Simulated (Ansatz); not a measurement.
This geometry of C$_{3}$H$_{6}$BN (11 atoms, charge 0, multiplicity 1) is a first-order saddle point.

Theory: Ansatz 0.2.0, RKS B3LYP-D4/6-31G*.

```xyz
11
Properties=species:S:1:pos:R:3
B -1.614 0.529 1.011
C -0.464 -0.564 1.052
N 0.724 0.179 0.567
C 1.119 0.099 -0.591
C 1.622 0.056 -1.804
H -2.042 1.037 2.004
H -2.025 0.881 -0.055
H -0.690 -1.426 0.408
H -0.234 -0.923 2.059
H 1.273 0.736 -2.574
H 2.397 -0.661 -2.055
```

Question: Which two structures does it join? (They come from a converged band through this point; their orientation in space is the band's.)

Answer: No bond is made or broken. The dihedral H7–B1–C2–H9 goes from 117 to -63°. The two ends are copies of one structure, up to a mirror image or an exchange of like atoms.

Image 0:

```xyz
11
Properties=species:S:1:pos:R:3
B -1.585 0.703 1.233
C -0.302 -0.174 1.063
N 0.763 0.422 0.253
C 1.079 -0.006 -0.849
C 1.478 -0.403 -2.038
H -2.489 0.247 1.872
H -1.679 1.798 0.766
H -0.584 -1.183 0.715
H 0.090 -0.325 2.083
H 1.010 -0.014 -2.936
H 2.283 -1.122 -2.141
```

Image 10:

```xyz
11
Properties=species:S:1:pos:R:3
B -1.588 0.703 1.241
C -0.310 -0.179 1.053
N 0.757 0.423 0.251
C 1.082 -0.001 -0.850
C 1.486 -0.398 -2.037
H -1.670 1.809 0.802
H -2.496 0.238 1.866
H -0.594 -1.184 0.694
H 0.082 -0.343 2.072
H 1.024 -0.010 -2.938
H 2.294 -1.115 -2.135
```

Question: How far does it lie above each of them?

Answer: 13.8 kJ/mol above the first and 13.8 kJ/mol above the second. This is the barrier of this one path; another mechanism may lie lower.

Time of the run: 6.3 min on 1 thread of Intel(R) Xeon(R) 6975P-C (Granite Rapids), with other jobs on the host, peak memory 0.19 GiB.
